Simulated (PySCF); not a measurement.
## Cadmium: a sound run and one with changed settings

Sound run: Cd⁺ [Kr] 4d10 5s1, Cd²⁺ [Kr] 4d10. All numbers are calculated (PySCF 2.14, scalar relativity through the core potential, in cc-pVTZ-PP with ECP28MDF). In the sound run the correlated levels freeze 4s2 4p6 outside the core potential. The sound run starts from symmetry-adapted Hartree-Fock orbitals and uses a fine grid where one is needed.

A second run was set up differently.

```json
{"species": "Cd⁺", "method": "MP2", "sound run (hartree)": "-166.97264", "changed run (hartree)": "-167.26481", "converged": "yes"}
{"species": "Cd²⁺", "method": "MP2", "sound run (hartree)": "-166.36018", "changed run (hartree)": "-166.64702", "converged": "yes"}
```

Ionisation energy of Cd⁺:

| method | sound run (eV) | changed run (eV) |
| --- | --- | --- |
| UHF | 15.537 | 15.537 |
| MP2 | 16.666 | 16.811 |
| SCS-MP2 | 16.482 | 16.583 |

**Question.** What was changed?
A. basis contracted for another Hamiltonian
B. minimal basis
C. all electrons correlated in a valence basis
D. level shift left on

**Answer.** C. A valence basis has no tight correlating functions, so it recovers only part of the core correlation, and not evenly between atom and ion.
